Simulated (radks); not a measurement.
The numbers below are computed, except where a source is named.
Polarisability of the magnesium ion Mg8+, [He] 2s2, at imaginary frequency. Level of theory: scalar-relativistic Kohn-Sham, LB94 model potential, spin-unpolarised, spherical densities, finite nucleus; Fermi nuclear charge, rms radius 3.057 fm (a radial shooting solver on a logarithmic mesh with Libxc functionals). Response by self-consistent Sternheimer equations with the Hartree and adiabatic LDA kernel, the relativistic mass of each level held fixed and spin-orbit coupling left out.

w (hartree),alpha1(iw) (bohr^3),alpha2(iw) (bohr^5)
0.00266,0.2547,0.02642
0.0143,0.2547,0.02642
0.0360,0.2545,0.02642
0.0697,0.2537,0.02641
0.118,0.2518,0.02641
0.186,0.2476,0.02640
0.280,0.2392,0.02638
0.413,0.2233,0.02634
0.605,0.1963,0.02624
0.892,0.1562,0.02604
1.35,0.1080,0.02558
2.12,0.06426,0.02444
3.59,0.03414,0.02145
6.94,0.01615,0.01419
17.5,0.004830,0.004118

Static values: alpha1 = 0.2547 bohr^3 (0.03775 angstrom^3; uncoupled 0.4912), alpha2 = 0.02642 bohr^5, alpha3 = 0.01342 bohr^7. C6 = 0.05866, C8 = 0.05790, triple-dipole C9 = 0.01060 atomic units. One-pole (London) frequency 4 C6 / (3 alpha1^2) = 1.205 hartree, against 11.893 for minus the highest occupied eigenvalue.
